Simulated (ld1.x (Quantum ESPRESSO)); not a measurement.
What one change does to a pseudopotential (Ge (Z = 32), RRKJ)

ld1.x (Quantum ESPRESSO) 7.5 input, shortened:

```
&input
   title='Ge', zed=32., rel=1, dft='PZ', iswitch=3,
   config='[Ar] 3d10 4s2 4p0.5'
 /
 &inputp
   pseudotype=2, tm=.false., lloc=0,
   nlcc=.false.
 /
2
4P  2  1   0.50   0.00  1.55  1.55  0.0
4S  1  0   2.00   0.00  1.40  1.40  0.0
 &test
   configts(1)='4s2 4p0.5'
 /
```

Change: core correction a·sin(br)/r model core inside 1.16 bohr.

Cutoffs: the cutoffs (Ry, on a coarse ladder) from which the occupation-weighted sum of valence levels, in a spherical-Bessel basis at the reference potential, stays within 10 and 1 mRy of its value at 400 Ry; they do not see the model core or the augmentation charge, which bear on the density cutoff. Errors are all-electron minus pseudo energies relative to the spin-unpolarised reference configuration.

Problem. What does the change do?

Solution. The potential gets neither clearly harder nor softer (40 Ry and 80 Ry → 40 Ry and 80 Ry); both files keep a bound ghost (p); of the 9 tests that both files solve, the error grows in 0 and shrinks in 8 by more than 15 % and 0.3 meV (median size 14.3 → 6.5 meV). Exchange and correlation are not linear in the density, so unscreening with the valence charge alone errs where core and valence overlap; a model core restores that term. A model core, the more so a compact one, raises the density cutoff, which this test does not measure.

| quantity | base | changed |
| --- | --- | --- |
| cutoff, loose | 40 Ry | 40 Ry |
| cutoff, tight | 80 Ry | 80 Ry |
| bound ghosts | p | p |
| error for 4s2 4p2, meV [ΔE -14.41 eV] | +21 | -14 |
| error for 4s2 4p1, meV [ΔE -6.78 eV] | +5.0 | -2.3 |
| error for 4s2 4p0, meV [ΔE 8.94 eV] | +6.1 | -6.5 |
| error for 4s1 4p2, meV [ΔE 2.00 eV] | +14 | -3.6 |
| error for 4s2 4p2.3, meV [ΔE -15.34 eV] | +25 | -16 |
| error for 4s1 4p3, meV [ΔE -6.37 eV] | +25 | -4.0 |
| error for 4s2 4p1.5, meV [ΔE -11.52 eV] | +13 | -8.1 |
| error for 4s2 4p0.5 (spin-polarised), meV [ΔE -0.05 eV] | +10 | -0.3 |
| error for 4s2 4p2 (spin-polarised), meV [ΔE -14.98 eV] | +93 | -16 |
| s: phases at 1.70 bohr within 0.05 rad from the reference energy up to (Ry; the scan ends near 5) | 3.1 | 3.1 |
| p: phases at 1.70 bohr within 0.05 rad from the reference energy up to (Ry; the scan ends near 5) | to the end of the scan | to the end of the scan |

 A true bound ghost makes a file unfit for plane-wave use even where its test errors are small: the radial tests pick states by their node count and pass the ghost by.
